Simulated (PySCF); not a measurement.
## Cr (chromium, neutral): r2SCANh calculation

Configuration: [Ar] 3d4 4s2, high-spin 5D determinant (an excited configuration). All numbers are calculated (PySCF 2.14, scalar relativity by spin-free X2C-1e, in aug-cc-pwCVTZ-DK with one added diffuse shell each of s, p, d, f, g type (11s10p8d5f4g, 152 functions)).

| Quantity | Value |
| --- | --- |
| Total energy | -1050.683 hartree |
| One-electron energy | -1443.253 hartree |
| Hartree (Coulomb) energy | 441.537 hartree |
| Exchange-correlation energy | -48.968 hartree |
| ⟨S²⟩ | 6.0225 |
| ⟨L²⟩ | 6.035 |
| Sum of ⟨r⟩ | 21.51 bohr |
| Sum of ⟨r²⟩ | 42.88 bohr² |
| Traceless quadrupole moment −½Σ⟨3z² − r²⟩ along its main axis | -0.0587 e·bohr² |
| Langevin diamagnetic susceptibility | -34.0 ×10⁻⁶ cm³/mol |
| Time after the integrals | roughly 14 core-seconds |

| shell | electrons | mean orbital energy (hartree) | spread (hartree) | rms radius, mean of both spins (bohr) |
| --- | --- | --- | --- | --- |
| 1s β | 1 | -217.41866 | 0 | 0.0735 |
| 1s α | 1 | -217.41737 | 0 | 0.0735 |
| 2s α | 1 | -25.15771 | 0 | 0.318 |
| 2s β | 1 | -25.08517 | 0 | 0.318 |
| 2p α | 3 | -21.10703 | 0.01214 | 0.288 |
| 2p β | 3 | -21.04985 | 0.02708 | 0.288 |
| 3s α | 1 | -3.08857 | 0 | 0.965 |
| 3s β | 1 | -2.90148 | 0 | 0.965 |
| 3p α | 3 | -1.97654 | 0.00114 | 1.04 |
| 3p β | 3 | -1.78121 | 0.06215 | 1.04 |
| 3d α | 4 | -0.31163 | 0.05433 | 1.46 |
| 4s α | 1 | -0.20937 | 0 | 3.55 |
| 4s β | 1 | -0.17312 | 0 | 3.55 |

Densities and radii are taken from the X2C orbitals without a picture-change correction, which distorts them close to the nucleus.
